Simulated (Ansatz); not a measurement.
C3H4ClFSi (`FC(Cl)=C=C[SiH3]`) from Hartree–Fock to CCSD(T)

Cartesian coordinates in Å:
```
F 2.923 0.451 0.812
C 1.999 0.761 -0.095
Cl 2.671 1.251 -1.589
C 0.723 0.705 0.145
C -0.557 0.594 0.345
Si -1.477 -0.996 -0.020
H -1.104 1.452 0.737
H -2.117 -1.491 1.227
H -2.543 -0.729 -1.020
H -0.518 -1.999 -0.541
```

Charge 0, multiplicity 1. The structure was optimised at the PBE0-D4/def2-TZVP level. Frozen core, restricted reference, Ansatz 0.2.0. CBS rows extrapolate triple and quadruple zeta; past MP2 they add the triple-zeta difference.

| basis | HF (Eh) | MP2 corr. |
| --- | --- | --- |
| def2-TZVPP | -963.82828 | -1.02046 |
| def2-QZVPP | -963.85910 | -1.10255 |

(1) Estimate the CCSD correlation energy and the (T) correction in each basis where they were run (hartree).

## Answers

(1) 
| basis | CCSD corr. | (T) |
| --- | --- | --- |
| def2-TZVPP | -1.06791 | -0.04777 |
| CBS(def2) | -1.21080 | as TZ |
